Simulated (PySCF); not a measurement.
H8N3Si3 (SMILES [N]1[SiH2]N[SiH2]N[SiH2]1), doublet, at a GFN2-xTB geometry; BLYP/STO-3G (PySCF).

Here is a job for PySCF.
```python
from pyscf import gto, scf, dft

mol = gto.M(
    atom='''
N     0.989516    1.390541   -0.080150
Si    1.777458   -0.101355   -0.090701
N     0.684425   -1.459496   -0.008425
Si   -1.035663   -1.455755    0.091119
N    -1.601145    0.171686    0.074122
Si   -0.675877    1.649558   -0.002095
H     2.648582   -0.185346    1.089612
H     2.523569   -0.234967   -1.349410
H     1.107396   -2.371772   -0.014603
H    -1.583044   -2.163626   -1.076858
H    -1.443509   -2.091143    1.354297
H    -2.600438    0.274461    0.119310
H    -1.103997    2.353980   -1.218395
H    -0.980984    2.405028    1.220699
''',
    basis='sto-3g',
    charge=0,
    spin=1,
    verbose=4,
    symmetry=True,
)

mf = dft.UKS(mol)
mf.xc = 'blyp'
mf.kernel()
mf.analyze()
```

Output, abridged:

```
PySCF version 2.14.0

[INPUT] verbose = 4
[INPUT] num. atoms = 14
[INPUT] num. electrons = 71
[INPUT] charge = 0
[INPUT] spin (= nelec alpha-beta = 2S) = 1
[INPUT] symmetry True subgroup None
[INPUT] Mole.unit = angstrom
[INPUT] Symbol           X                Y                Z      unit          X                Y                Z       unit  Magmom
[...]
nuclear repulsion = 460.398111637388
point group symmetry = C1
symmetry origin: [0. 0. 0.]
symmetry axis x: [1. 0. 0.]
symmetry axis y: [0. 1. 0.]
symmetry axis z: [0. 0. 1.]
num. orbitals of irrep A = 50
number of shells = 32
number of NR pGTOs = 150
number of NR cGTOs = 50
basis = sto-3g
ecp = {}

******** <class 'pyscf.dft.uks.UKS'> ********
method = UKS
initial guess = minao
damping factor = 0
level_shift factor = 0
DIIS = <class 'pyscf.scf.diis.CDIIS'>
diis_start_cycle = 1
diis_space = 8
diis_damp = 0
SCF conv_tol = 1e-09
SCF conv_tol_grad = None
SCF max_cycles = 50
direct_scf = True
direct_scf_tol = 1e-13
number electrons alpha = 36  beta = 35
XC library pyscf.dft.libxc version 7.1.2
    S. Lehtola, C. Steigemann, M. J. T. Oliveira, and M. A. L. Marques,  SoftwareX 7, 1–5 (2018)
XC functionals = blyp
    A. D. Becke,  Phys. Rev. A 38, 3098 (1988)
    C. Lee, W. Yang, and R. G. Parr,  Phys. Rev. B 37, 785 (1988)
    B. Miehlich, A. Savin, H. Stoll, and H. Preuss,  Chem. Phys. Lett. 157, 200 (1989)
radial grids:
    Treutler-Ahlrichs [JCP 102, 346 (1995); DOI:10.1063/1.469408] (M4) radial grids

becke partition: Becke, JCP 88, 2547 (1988); DOI:10.1063/1.454033
pruning grids: <function nwchem_prune>
grids dens level: 3
symmetrized grids: True
atomic radii adjust function: <function treutler_atomic_radii_adjust>
small_rho_cutoff = 0
Set gradient conv threshold to 3.16228e-05
tot grids = 177712
init E= -1025.42146621294

cycle= 1 E= -1024.72960548553  delta_E= 0.692  |g|= 0.736  |ddm|= 3.38
cycle= 2 E= -1023.6683833024  delta_E= 1.06  |g|= 1.53  |ddm|= 3.36
cycle= 3 E= -1024.77901529477  delta_E= -1.11  |g|= 0.612  |ddm|= 2.85
cycle= 4 E= -1025.02830977266  delta_E= -0.249  |g|= 0.388  |ddm|= 1.66
cycle= 5 E= -1025.10065632204  delta_E= -0.0723  |g|= 0.199  |ddm|= 0.336
cycle= 6 E= -1025.12196428967  delta_E= -0.0213  |g|= 0.0997  |ddm|= 0.195
cycle= 7 E= -1025.1288053204  delta_E= -0.00684  |g|= 0.0125  |ddm|= 0.176
cycle= 8 E= -1025.12891907667  delta_E= -0.000114  |g|= 0.00144  |ddm|= 0.0225
cycle= 9 E= -1025.12892198994  delta_E= -2.91e-06  |g|= 0.000666  |ddm|= 0.0104
cycle= 10 E= -1025.12892238597  delta_E= -3.96e-07  |g|= 9.34e-05  |ddm|= 0.00276
cycle= 11 E= -1025.12892239085  delta_E= -4.88e-09  |g|= 6.85e-05  |ddm|= 0.000346
cycle= 12 E= -1025.12892239402  delta_E= -3.17e-09  |g|= 1.74e-05  |ddm|= 0.000216
cycle= 13 E= -1025.12892239425  delta_E= -2.24e-10  |g|= 2.82e-06  |ddm|= 5.42e-05
Extra cycle  E= -1025.12892239425  delta_E= -3.18e-12  |g|= 3.9e-06  |ddm|= 1.66e-05
converged SCF energy = -1025.12892239425  <S^2> = 0.75215862  2S+1 = 2.0021575
**** SCF Summaries ****
Total Energy =                       -1025.128922394252413
Nuclear Repulsion Energy =             460.398111637387956
One-electron Energy =                -2339.260909489079950
Two-electron Energy =                  853.733875457439581
Two-electron Coulomb Energy =          940.464868828961130
DFT Exchange-Correlation Energy =      -86.730993371521606
**** MO energy ****
                             alpha | beta                alpha | beta
[...]
To work with the spin densities directly, `use mulliken_meta_spin()` only printing them here.

 ** Mulliken spin pop alpha/beta on meta-lowdin orthogonal AOs **
 ** Mulliken Spin Density (per AO)  **
spin_pop of  0 N 1s       -0.00001
spin_pop of  0 N 2s        0.02145
spin_pop of  0 N 2px       0.02060
spin_pop of  0 N 2py       0.01640
spin_pop of  0 N 2pz       0.86742
spin_pop of  1 Si 1s       -0.00000
spin_pop of  1 Si 2s        0.00000
spin_pop of  1 Si 3s       -0.00817
spin_pop of  1 Si 2px      -0.00001
spin_pop of  1 Si 2py      -0.00000
spin_pop of  1 Si 2pz      -0.00001
spin_pop of  1 Si 3px      -0.01035
spin_pop of  1 Si 3py      -0.01329
spin_pop of  1 Si 3pz      -0.01242
spin_pop of  2 N 1s       -0.00000
spin_pop of  2 N 2s       -0.00068
spin_pop of  2 N 2px      -0.00000
spin_pop of  2 N 2py      -0.00036
spin_pop of  2 N 2pz       0.01066
spin_pop of  3 Si 1s       -0.00000
spin_pop of  3 Si 2s       -0.00000
spin_pop of  3 Si 3s       -0.00036
spin_pop of  3 Si 2px      -0.00000
spin_pop of  3 Si 2py      -0.00000
spin_pop of  3 Si 2pz      -0.00000
spin_pop of  3 Si 3px      -0.00042
spin_pop of  3 Si 3py      -0.00040
spin_pop of  3 Si 3pz      -0.00049
spin_pop of  4 N 1s       -0.00000
spin_pop of  4 N 2s       -0.00068
spin_pop of  4 N 2px      -0.00007
spin_pop of  4 N 2py      -0.00030
spin_pop of  4 N 2pz       0.01066
spin_pop of  5 Si 1s       -0.00000
spin_pop of  5 Si 2s        0.00000
spin_pop of  5 Si 3s       -0.00817
spin_pop of  5 Si 2px      -0.00000
spin_pop of  5 Si 2py      -0.00000
spin_pop of  5 Si 2pz      -0.00001
spin_pop of  5 Si 3px      -0.01690
spin_pop of  5 Si 3py      -0.00674
spin_pop of  5 Si 3pz      -0.01244
spin_pop of  6 H 1s        0.03584
spin_pop of  7 H 1s        0.03596
spin_pop of  8 H 1s       -0.00092
spin_pop of  9 H 1s        0.00162
spin_pop of  10 H 1s        0.00167
spin_pop of  11 H 1s       -0.00092
spin_pop of  12 H 1s        0.03596
spin_pop of  13 H 1s        0.03584
 ** Mulliken Spin Density (per atom)  **
spin density of  0 N =      0.92587
spin density of  1 Si =     -0.04425
spin density of  2 N =      0.00962
spin density of  3 Si =     -0.00167
spin density of  4 N =      0.00962
spin density of  5 Si =     -0.04425
spin density of  6 H =      0.03584
spin density of  7 H =      0.03596
spin density of  8 H =     -0.00092
spin density of  9 H =      0.00162
spin density of  10 H =      0.00167
spin density of  11 H =     -0.00092
spin density of  12 H =      0.03596
spin density of  13 H =      0.03584
 ** Mulliken pop alpha/beta on meta-lowdin orthogonal AOs **
 ** Mulliken pop       alpha | beta **
In total            36.00000 | 35.00000
 ** Mulliken atomic charges   ( Nelec_alpha | Nelec_beta ) **
charge of  0N =     -0.40423  (     4.16505      3.23918 )
charge of  1Si =      0.68819  (     6.63378      6.67803 )
charge of  2N =     -0.51960  (     3.76461      3.75499 )
charge of  3Si =      0.70963  (     6.64435      6.64602 )
charge of  4N =     -0.51960  (     3.76461      3.75499 )
charge of  5Si =      0.68820  (     6.63377      6.67803 )
charge of  6H =     -0.13548  (     0.58566      0.54982 )
charge of  7H =     -0.13527  (     0.58562      0.54966 )
charge of  8H =      0.10663  (     0.44622      0.44714 )
charge of  9H =     -0.15686  (     0.57924      0.57762 )
charge of  10H =     -0.15749  (     0.57958      0.57791 )
charge of  11H =      0.10663  (     0.44622      0.44714 )
charge of  12H =     -0.13527  (     0.58562      0.54966 )
charge of  13H =     -0.13548  (     0.58566      0.54982 )
Dipole moment(X, Y, Z, Debye): -0.57224, -0.80419,  0.04791
```
